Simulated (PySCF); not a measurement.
## Computed spin Hamiltonian

Compound: C₅H₅ClF (doublet state).
SMILES with atom numbers: `[CH2:1]=[C:2]1[C:3]([CH3:4])[C@@:5]1([F:6])[Cl:7]` (hydrogens: H8, H9 on C1; H10, H11, H12 on C4)

Computed, not measured: UKS B3LYP, pcH-1 on C Cl F H, non-relativistic, mean-field spin-orbit, GIAO in PySCF 2.14.0. Isolated species at its GFN2-xTB geometry, gas phase. The geometry wasn't refined by DFT: couplings that depend on bond lengths, twists or pyramidal angles can differ widely from those at the functional's own minimum. The SCF solution wasn't tested for stability.

```
g1, g2, g3                      : 2.00248, 2.00269, 2.00393
g_iso                           : 2.00303
Form of g                       : close to axial: the two nearest values differ by 15 % of g3 − g1
⟨S²⟩                            : 0.7721 (exact 0.7500)
α and β electrons               : 31, 30
HOMO–LUMO gap, α and β orbitals : 6.64, 4.36 eV
```

Hyperfine couplings atom by atom, in G; T1 to T3 are the principal values of the dipolar part; ρ(0) is the spin density at the nucleus (MHz turned into gauss with g_iso; 10 G = 1 mT):

```tsv
atom	isotope	a_iso	of which spin–orbit	T1	T2	T3	Mulliken spin population	ρ(0) (bohr⁻³)
C1	13C	19.8	0.0	-19.2	-18.9	38.1	0.72	0.0494
C2	13C	-18.4	0.0	-9.6	2.4	7.2	-0.23	-0.0459
C3	13C	21.1	0.0	-16.8	-15.6	32.4	0.53	0.0527
C4	13C	-6.1	0.0	-0.6	0.2	0.4	-0.04	-0.0152
C5	13C	-4.3	0.0	-1.1	0.3	0.8	-0.01	-0.0108
F6	19F	19.8	-0.1	-13.2	-11.0	24.2	0.01	0.0132
Cl7	35Cl	1.9	0.1	-2.4	-2.2	4.6	0.03	0.0117
H8	1H	-15.9	0.0	-9.1	-0.3	9.4	-0.03	-0.0100
H9	1H	-15.2	0.0	-8.7	-0.5	9.1	-0.03	-0.0096
H10	1H	24.4	0.0	-1.2	-0.8	2.0	0.03	0.0153
H11	1H	22.6	0.0	-1.2	-0.8	1.9	0.03	0.0142
H12	1H	0.7	0.0	-0.9	-0.8	1.8	0.00	0.0004
```

Largest spin populations (Mulliken): C1 (+0.72), C3 (+0.53) and C2 (-0.23). The angles at C1 add up to 360.0°, so it is planar; its axial dipolar tensor and the negative couplings of its protons fit spin in a p orbital normal to that plane.

The SMILES `C=C1[C](C)[C@@]1(F)Cl` draws the unpaired electron on C3, whose computed spin population is only +0.53.

Under fast tumbling the dipolar parts average out, and these isotropic splittings remain: 1 × 19F (F6, I = 1/2, 2 lines) with 1.98 mT, 3 × 1H (H10/H11/H12, I = 1/2, 4 lines) with 1.59 mT, 1 × 1H (H8, I = 1/2, 2 lines) with 1.59 mT, 1 × 1H (H9, I = 1/2, 2 lines) with 1.52 mT and 1 × 35Cl (Cl7, I = 3/2, 4 lines) with 0.19 mT.

Means are taken over nuclei equivalent by connectivity, which assumes that they swap fast. The three 1H nuclei of mean +44.6 MHz run from 1.9 to 68.4 MHz in the frozen geometry.

Main isotope only: 35Cl (natural samples also hold 24 % 37Cl, magnetic too, which adds its own pattern).

The 13C coupling of C3 (59.1 MHz) shows only in satellite lines or after enrichment, since that isotope makes up about 1.07 % of natural carbon.

The spin density at the nucleus, in bohr⁻³, is negative for C2 (-0.0459), C4 (-0.0152) and C5 (-0.0108), for instance. A restricted open-shell determinant has no negative spin density anywhere; here it arises because α and β orbitals differ (spin polarisation).
